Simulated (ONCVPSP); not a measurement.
Configuration tests for cadmium (Cd) (ONCV)

ONCVPSP 4.0.1 input, shortened (lines: element, Z, core and valence counts, functional; n l f; lmax; l rc ep ncon nbas qcut; lloc lpopt rc5 dvloc0; l nproj debl; icmod fcfact rcfact), PBEsol, scalar-relativistic:

```
  Cd 48.00    6    5  -116133      upf
    1    0    2.00
    2    0    2.00
    2    1    6.00
    3    0    2.00
    3    1    6.00
    3    2   10.00
    4    0    2.00
    4    1    6.00
    4    2   10.00
    5    0    1.50
    5    1    0.50
    2
    0    1.50    0.00    4    8    9.20
    1    1.25    0.00    4    9   10.50
    2    1.35    0.00    4    8   10.90
    4    3    1.20    4.00
    0    3    1.60
    1    3    3.20
    2    2    4.00
    3    4.70    1.25
```

Energies are relative to the spin-unpolarised reference configuration 4s2 4p6 4d10 5s1.5 5p0.5; without spin polarisation the order of configurations can differ from experiment.

Q: Give the all-electron excitation energy and the error of the potential for: 4s2 4p6 4d10 5s2 5p0; 4s2 4p6 4d10 5s1 5p0; 4s2 4p6 4d10 5s0 5p0; 4s2 4p5 4d10 5s2 5p0.

A:

```
valence configuration  charge  ΔE all-electron (eV)  error AE − PS (meV)
 4s2 4p6 4d10 5s2 5p0       0                -2.322                 +0.3
 4s2 4p6 4d10 5s1 5p0      +1                 6.988                 -1.2
 4s2 4p6 4d10 5s0 5p0      +2                24.084                 -5.4
 4s2 4p5 4d10 5s2 5p0      +1                71.806                  -53
```
